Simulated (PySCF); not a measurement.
This PySCF input asks for the NMR shieldings of SMILES [SiH2](N)[SiH2]NC1CCC1, C$_{4}$H$_{14}$N$_{2}$Si$_{2}$; the geometry comes from GFN2-xTB.

```python
import basis_set_exchange as bse
import numpy as np
from pyscf import gto, dft
from pyscf.prop import nmr

atoms = """
N     4.000096    0.034446   -0.852017
Si    3.177938    0.800342    0.457074
Si    1.050794    1.328743   -0.208561
N     0.067432   -0.077438   -0.100602
C    -1.328239   -0.085717   -0.406206
C    -1.968937   -1.453479   -0.714819
C    -3.140655   -1.094697    0.211096
C    -2.337653    0.098063    0.751617
H     3.840696    0.360902   -1.790928
H     4.969431   -0.218112   -0.742924
H     3.865482    2.023193    0.922459
H     3.333940   -0.162968    1.556913
H     0.512779    2.455520    0.586939
H     0.897875    1.772911   -1.606033
H     0.306514   -0.791134    0.571676
H    -1.495074    0.639276   -1.203766
H    -1.364781   -2.275737   -0.334712
H    -2.213656   -1.647325   -1.756332
H    -3.422470   -1.851808    0.940072
H    -4.028710   -0.787877   -0.337536
H    -2.852585    1.055067    0.794752
H    -1.880626   -0.102786    1.719542
"""
names = dict.fromkeys(["N", "Si", "C", "H"], "pcSseg-1")
basis = {el: gto.basis.parse(bse.get_basis(n, elements=[el], fmt="nwchem")) for el, n in names.items()}
mol = gto.M(atom=atoms, basis=basis, charge=0, verbose=0)
mf = dft.RKS(mol, xc="PBE0")
mf.grids.level = 2
mf.grids.alignment = dft.numint.BLKSIZE   # the property module wants whole blocks of grid points
mf.conv_tol = 1e-9
mf.kernel()

calc = nmr.RKS(mf)   # GIAO
C = mf.mo_coeff
Co = C[:, mf.mo_occ > 0]
resp = mf.gen_response(singlet=True, hermi=2)
def vind(x):   # induced exchange potential for any number of trial vectors
    d = np.einsum("pi,xij,qj->xpq", C, 2 * x.reshape(-1, C.shape[1], Co.shape[1]), Co, optimize=True)
    return np.einsum("xpq,pi,qj->xij", resp(d - d.transpose(0, 2, 1)), C, Co, optimize=True).ravel()
mo1, _ = nmr.rhf.solve_mo1(calc, with_cphf=vind)
sigma = calc.kernel(mo1)
for i, s in enumerate(sigma):   # ppm
    w = np.linalg.eigvalsh((s + s.T) / 2)
    print("%2d %-2s iso %8.1f  s11 %8.1f  s22 %8.1f  s33 %8.1f" % (i, mol.atom_pure_symbol(i), w.mean(), *w))
```

Question: What are the results?

Answer: 
```
 0 N  iso    271.8  s11    229.3  s22    265.3  s33    320.9
 1 Si iso    403.7  s11    358.4  s22    375.4  s33    477.1
 2 Si iso    406.4  s11    362.8  s22    374.6  s33    481.7
 3 N  iso    220.1  s11    177.5  s22    207.4  s33    275.5
 4 C  iso    133.4  s11    110.0  s22    133.6  s33    156.6
 5 C  iso    150.5  s11    128.6  s22    142.9  s33    179.9
 6 C  iso    173.8  s11    163.5  s22    175.3  s33    182.7
 7 C  iso    149.6  s11    124.6  s22    145.6  s33    178.7
 8 H  iso     32.1  s11     24.0  s22     29.3  s33     42.9
 9 H  iso     31.9  s11     23.5  s22     27.7  s33     44.5
10 H  iso     26.7  s11     22.6  s22     25.3  s33     32.2
11 H  iso     26.7  s11     24.2  s22     25.0  s33     31.0
12 H  iso     26.8  s11     22.6  s22     25.7  s33     32.1
13 H  iso     26.9  s11     23.8  s22     25.4  s33     31.5
14 H  iso     31.9  s11     22.8  s22     33.6  s33     39.2
15 H  iso     28.5  s11     24.5  s22     29.8  s33     31.3
16 H  iso     30.0  s11     26.9  s22     29.6  s33     33.5
17 H  iso     29.1  s11     25.8  s22     26.7  s33     34.7
18 H  iso     30.1  s11     26.0  s22     27.1  s33     37.1
19 H  iso     30.1  s11     26.9  s22     27.2  s33     36.2
20 H  iso     29.0  s11     25.5  s22     27.4  s33     34.2
21 H  iso     30.1  s11     27.0  s22     29.9  s33     33.4
```

These numbers come from an equivalent density-fitted implementation of the same equations, which agrees with the script to about 0.01 ppm for H and up to a few tenths of a ppm for heavy atoms, so last digits may differ.

Question: Turn these shieldings into chemical shifts. Referencing at the same level of theory: NH3 for 15N (267.73 ppm); 29Si (349.16 ppm) and 13C (186.93 ppm) and 1H (31.72 ppm) vs TMS.

Answer: Averaging equivalent atoms: N 3: 47.6; N 0: -4.1; Si 1: -54.5; Si 2: -57.2; C 4: 53.5; C 5/7: 36.9; C 6: 13.1; H 10/11: 4.99; H 12/13: 4.85; H 15: 3.20; H 17/20: 2.66; H 18: 1.66; H 16/21: 1.65; H 19: 1.62; H 14: -0.14; H 8/9: -0.28 ppm. Experimental scales use liquid or dissolved standards, which lie at an offset from isolated NH3 (liquid NH3: subtract about 20 ppm).

Size and cost of the density-fitted run: 220 basis functions, 2.2 min wall time on 1 thread of an Intel Xeon, shared host; peak memory 1.1 GiB.
